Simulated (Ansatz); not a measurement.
Geometry optimisation, RKS PBE0-D4/cc-pVDZ (Ansatz).

input.yaml

```yaml
crystal:
  periodic: [false, false, false]
  atoms:
    - { symbol: F, position_ang: [-0.3472, -2.5667, 0.922] }
    - { symbol: Al, position_ang: [-0.7588, -1.0386, -0.0422] }
    - { symbol: Si, position_ang: [0.6546, 0.8293, 0.076] }
    - { symbol: Cl, position_ang: [-2.4731, -0.9443, -1.3366] }
    - { symbol: H, position_ang: [0.1159, 1.91083, -0.8225] }
    - { symbol: H, position_ang: [2.02096, 0.47392, -0.39594] }
    - { symbol: H, position_ang: [0.73889, 1.35982, 1.41287] }
basis:
  gaussian: { orbitals: cc-pVDZ }
hamiltonian:
  xc: pbe0
  dispersion: d4
relax:
  f_tol: 0.015
  max_steps: 40
```

Launched with:

```bash
$ ansatz run input.yaml --threads 1 --pin off --max-ram 2048MiB --backend cpu --events-out ev --progress --plain --runs-dir out
```

Question: Where does it end, and by what steps?

Answer: It converged. After 5 steps the energy has fallen by 0.400 eV; Cl4 moved furthest, 0.21 Å.

| step | energy less start (eV) | largest force component (eV/Å) | accepted |
| --- | --- | --- | --- |
| 0 | 0.0000 | 3.003 | yes |
| 1 | -0.3135 | 1.615 | yes |
| 2 | -0.3849 | 0.464 | yes |
| 3 | -0.3988 | 0.087 | yes |
| 4 | -0.3996 | 0.016 | yes |
| 5 | -0.3997 | 0.008 | yes |

```xyz
7
Properties=species:S:1:pos:R:3
F -0.440 -2.454 0.829
Al -0.779 -1.064 -0.069
Si 0.686 0.870 0.057
Cl -2.521 -1.140 -1.273
H 0.177 1.976 -0.815
H 2.065 0.484 -0.389
H 0.763 1.353 1.474
```

Whether the end is a true minimum wasn't checked by a vibrational analysis.

Time of the run: 30 s on 1 thread of Arm Neoverse V2 (shared host), peak memory 0.19 GiB.
